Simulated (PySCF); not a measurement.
[WO3Cl]- (charge -1 and singlet state).
Geometry (PBE0-D3(BJ)/def2-SVP, Å), atoms numbered from 1 in this order:
```
atom  x, y, z in Å
W1     0.0484    0.0910    0.0550
O2    -0.0648   -0.1526    1.7728
O3     1.7217    0.2708   -0.3852
O4    -0.8085    1.5427   -0.3714
Cl5   -0.8968   -1.7519   -1.0711
```

Method: TDDFT CAM-B3LYP/def2-SVPD, vertical, gas phase, core orbitals frozen in the response, def2 core potentials past Kr in PySCF 2.14.0, density-fitted response routines. Spin–orbit coupling is left out. The geometry's basis has no diffuse functions, a weakness for an anion.

Kohn–Sham orbitals with the atoms that hold most of them (Löwdin shares over 4%, at most four atoms; ? is withheld):

```
orbital  ε (eV)                            atoms
 LUMO+2    4.51   W1 54%, O2 18%, Cl5 11%, O3 9%
 LUMO+1    4.50  W1 54%, O4 15%, O3 14%, Cl5 11%
   LUMO       ?                                ?
   HOMO   -5.17                                ?
 HOMO-1   -5.36    O3 37%, O4 30%, O2 22%, W1 8%
 HOMO-2   -5.36    O2 37%, O4 29%, O3 22%, W1 8%
 HOMO-3   -6.02   O3 28%, O2 28%, O4 28%, W1 10%
```

Question: Give the leading atoms of the HOMO.

Answer: O3 (bonded to W) 32%; O4 (bonded to W) 31%; O2 (bonded to W) 31%; W1 (bonded to Cl and 3 O) 5%. By element: oxygen 95%, tungsten 5%.

Question: Which atoms hold the LUMO, and with what shares?

Answer: W1 (bonded to Cl and 3 O) 50%; Cl5 (bonded to W) 37%; O2 (bonded to W) 4%; O4 (bonded to W) 4%. By element: tungsten 50%, chlorine 37%, oxygen 8% or more.

Question: What is the LUMO energy, and the HOMO–LUMO gap?

Answer: ε(LUMO) = 4.04 eV; the gap is 9.22 eV (0.3386 hartree).

Within 0.005 eV of a neighbour in this list lie HOMO-2/HOMO-1 and LUMO+1/LUMO+2 (point group found: C3v); within a degenerate set the shares of single atoms can hang on how the components are chosen.

Question: How does S1 compare with the orbital gap of 9.22 eV?

Answer: S1 is at 5.34 eV (f = 0.0005), 3.87 eV below the gap, made of HOMO→LUMO+1/LUMO+2 (≥65%), HOMO-2/HOMO-1→LUMO+1/LUMO+2 (≥22%). S1/S2 lie within about 0.01 eV of each other. Its leading pair isn't HOMO and LUMO; the energies of that pair differ by 9.68 eV. 

For S1 the Löwdin share of tungsten is 5% in HOMO and 54% in LUMO+1 (ligand-to-metal charge transfer by this measure).

Next come S2 at 5.35 eV (f 0.0006), HOMO→LUMO+1/LUMO+2 (≥64%), HOMO-2/HOMO-1→LUMO+1/LUMO+2 (≥23%); S3 at 5.67 eV (f 0.0000), HOMO-2/HOMO-1→LUMO+1/LUMO+2 (≥65%), HOMO→LUMO+4 (13%); S4 at 5.71 eV (f 0.014), HOMO-2/HOMO-1→LUMO+1/LUMO+2 (≥87%); S5 at 5.93 eV (f 0.0080), HOMO-2/HOMO-1→LUMO+1/LUMO+2 (≥41%), HOMO→LUMO+1/LUMO+2 (≥20%).

Orbitals of the list HOMO-3 to LUMO+2 that lie within 0.01 eV of each other are written together with a slash and their weights summed (≥ marks a lower bound); for degenerate orbitals outside that list single weights are arbitrary.

Löwdin shares depend on the basis, the more so with diffuse functions.
